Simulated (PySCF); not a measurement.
**Electronic structure of Re⁷³⁺ (rhenium, charge +73) at the PBE0 level**

Configuration: 1s2, closed-shell 1S. Computed with PySCF 2.14 in an even-tempered Gaussian basis (16 s from 220 bohr⁻², ratio 2.2; 7 p from 330 bohr⁻², ratio 2.4; 4 d from 1000 bohr⁻², ratio 2.4; 3 f from 1500 bohr⁻², ratio 2.4; 3 g from 2300 bohr⁻², ratio 2.4), with scalar relativity by spin-free X2C-1e.

- Total energy: -6066.01 hartree
- One-electron energy: -6121.75 hartree
- Hartree (Coulomb) energy: 112.11 hartree
- Exchange-correlation energy: -56.37 hartree
- ⟨S²⟩: 0.0000
- ⟨L²⟩: 0.000
- Sum of ⟨r⟩: 0.03425 bohr
- Sum of ⟨r²⟩: 0.0008223 bohr²

```json
{"shell": "1s", "electrons": "2", "mean orbital energy (hartree)": "-2989.61926", "rms radius, mean of both spins (bohr)": "0.0203"}
```

Densities and radii are taken from the X2C orbitals without a picture-change correction, which distorts them close to the nucleus.
